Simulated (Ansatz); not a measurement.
`[SiH3]C[SiH2][SeH]` → `[CH2][SiH3]`• + `[SiH2][SeH]`•  (homolysis of the C–Si bond)

Isolated molecules relaxed with PBE0-D4/def2-TZVP in Ansatz; ΔE leaves out vibrations. CCSD(T)/CBS adds triple-zeta CCSD(T) − MP2 to the extrapolated MP2 energy (def2 sets, frozen cores). DFT in def2-TZVPP. No spin–orbit coupling; open shells (•) take unrestricted orbitals. For Se outer-core shells are correlated without core-valence functions, which leaves a few kJ/mol of doubt a bond. Scalar relativity is left out up to krypton. Each species was taken in one conformer, which may not be the lowest.

```tsv
species	B2PLYP energy (Eh)
`[SiH3]C[SiH2][SeH]`	-3022.85616
`[CH2][SiH3]`•	-330.39544
`[SiH2][SeH]`•	-2692.32501
```

Question: Work out ΔE.

Answer: ΔE = (-330.39544) + (-2692.32501) − (-3022.85616) = 0.13571 Eh = +85.2 kcal/mol. CCSD(T)/CBS gives +91.6 kcal/mol.

Question: What do rigid-rotor, harmonic-oscillator terms from PBE0-D4/def2-TZVP frequencies (298.15 K, 1 bar) make of the CCSD(T)/CBS value? (Best estimate.)

Answer: Ansatz gave: ΔZPE = -4.5 kcal/mol, ΔH = +88.1 kcal/mol, ΔS = 192 J/(mol·K), ΔG = +74.4 kcal/mol. Open shells count their whole term as degenerate. Modes under 50 cm⁻¹ make the entropy rough.

Largest T1 diagnostic among the species: 0.014.

The D4 term adds +5.0 kcal/mol with B3LYP and +2.8 kcal/mol with PBE0; it sums over pairs of atoms, weighted by their polarisabilities, and B3LYP, whose exchange is more repulsive, gets the larger term. Leaving LDA and LC-ωPBE aside and taking each functional with its dispersion term where it has one, the values, not all of them listed here, spread over 9.1 kcal/mol, from BLYP-D4 to ωB97M-V. LDA lies +15.8 kcal/mol from PBE without D4, its usual overbinding.

B3LYP here is the variant with VWN-RPA as its local correlation; programs differ in this.
